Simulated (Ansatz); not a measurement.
Molecule: CH5OSi (charge -1, singlet). It need not be the lowest isomer of its formula. Whether it binds its extra electron was not tested at this geometry. SMILES: [SiH2-]OC
Structure (B3LYP-D3(BJ)/def2-TZVP (Ansatz, a program for electronic structure) minimum search):
```
C
O 1 1.3911
H 1 1.1027 2 110.09
H 1 1.1030 3 107.97 2 122.59
H 1 1.1030 3 107.97 4 114.82
Si 2 1.7529 1 120.38 3 -180.00
H 6 1.5623 2 98.03 1 -46.32
H 6 1.5623 7 91.47 2 -98.32
```
Charge -1, spin multiplicity 1.

Parts of the frozen-core correlation energy in 6-31G* (Ansatz, hartree). Frozen orbitals: 7; correlated occupied orbitals by spin: 10 and 10; virtual: 42 and 42. Spin-orbit coupling is left out. Non-relativistic.

| term | value |
|---|---|
| reference (HF) | -404.52777 |
| MP2 opposite-spin | -0.30052 |
| MP2 same-spin | -0.09351 |
| CCSD correlation | -0.43026 |
| (T) | -0.01071 |
| T1 diagnostic | 0.013 |
| largest doubles amplitude | 0.066 |
